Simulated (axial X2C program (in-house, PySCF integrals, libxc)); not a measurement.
Nuclear properties of FeSe

Calculated with an axial X2C code built on PySCF integrals: two-component X2C with atomic mean-field Coulomb and Gaunt terms, Gaussian nuclei, basis Se dyall-cv3z, Fe dyall-cv3z with contracted cores.

R = 2.117 Å (near the PBE0 minimum at charge 0 of the determinant lowest at the starting distance; the state shown can have its own minimum elsewhere).

Determinant lowest in the PBE0 search, Ω = 2 (⟨Sz⟩ = 2.00, ⟨Lz⟩ = 0.00 at PBE0), spin on the atoms Se 0.17, Fe 1.83:

```json
{"level": "PBE0", "Eeff magnitude (GV/cm)": "0.207", "Ws magnitude Se (kHz)": "0.00198", "Ws magnitude Fe (kHz)": "0.00199", "A∥/gI Se (MHz)": "-53.1", "qzz Se (a.u.)": "2.44", "A∥/gI Fe (MHz)": "86", "qzz Fe (a.u.)": "-2.15", "μ (D)": "4.97"}
{"level": "HF", "Eeff magnitude (GV/cm)": "1.24", "Ws magnitude Se (kHz)": "0.155", "Ws magnitude Fe (kHz)": "0.13", "A∥/gI Se (MHz)": "30.6", "qzz Se (a.u.)": "4.58", "A∥/gI Fe (MHz)": "350", "qzz Fe (a.u.)": "-2.53", "μ (D)": "4.99"}
{"level": "PBE", "Eeff magnitude (GV/cm)": "0.387", "Ws magnitude Se (kHz)": "0.0244", "Ws magnitude Fe (kHz)": "0.014", "A∥/gI Se (MHz)": "-103", "qzz Se (a.u.)": "1.25", "A∥/gI Fe (MHz)": "41.1", "qzz Fe (a.u.)": "-2.14", "μ (D)": "3.58"}
{"level": "LDA", "Eeff magnitude (GV/cm)": "0.566", "Ws magnitude Se (kHz)": "0.0463", "Ws magnitude Fe (kHz)": "0.0277", "A∥/gI Se (MHz)": "-104", "qzz Se (a.u.)": "1.09", "A∥/gI Fe (MHz)": "23.3", "qzz Fe (a.u.)": "-2.10", "μ (D)": "3.34"}
{"level": "TPSSh", "Eeff magnitude (GV/cm)": "0.19", "Ws magnitude Se (kHz)": "0.00785", "Ws magnitude Fe (kHz)": "0.00842", "A∥/gI Se (MHz)": "-71.2", "qzz Se (a.u.)": "1.98", "A∥/gI Fe (MHz)": "94.8", "qzz Fe (a.u.)": "-2.22", "μ (D)": "4.60"}
```

Eeff is the effective electric field on the electron electric dipole moment in this Ω state and Ws the scalar–pseudoscalar constant of the nucleus named (defined with the proton number Z and per Ω); A∥ (defined per Ω) follows by multiplying with gI = μI/(I μN); qzz is the electric field gradient, eQq0 = 234.96 MHz × Q/barn × qzz; μ is positive if the Fe end (last atom) is positive. The operators were transformed with the bare-nucleus X2C matrices; with these basis sets, hyperfine constants and field gradients can be off by tens of per cent, and where levels differ in sign neither size nor sign is settled.

Each state is one determinant with collinear spin, which with several unpaired electrons need not be a pure state. Unrestricted Hartree–Fock can overshoot spin polarisation at the nuclei. In the state Ω = 2 the sign of Eeff differs between levels (HF against PBE0). This is the top spin component of a Σ state; components of lower Ω are not single determinants and can lie lower. With several open shells hyperfine constants can be off by a factor of several. Where Eeff spreads by more than a factor of two the levels disagree and none is to be relied on. Open-shell Ω = 0 determinants with evenly filled partner blocks cannot be reached by this program, so the Ω shown need not be the lowest component. At HF a later determinant lies lower. States lie within half an eV, so the first need not be the ground state. The sign of Ws at Se differs between levels in the first state. The sign of Ws at Fe differs between levels in the first state. Further determinants of the search, some of them spin-mixed, are not shown. Where a field gradient or hyperfine factor spreads by more than a factor of two over the levels, a constant derived from it is not to be relied on.
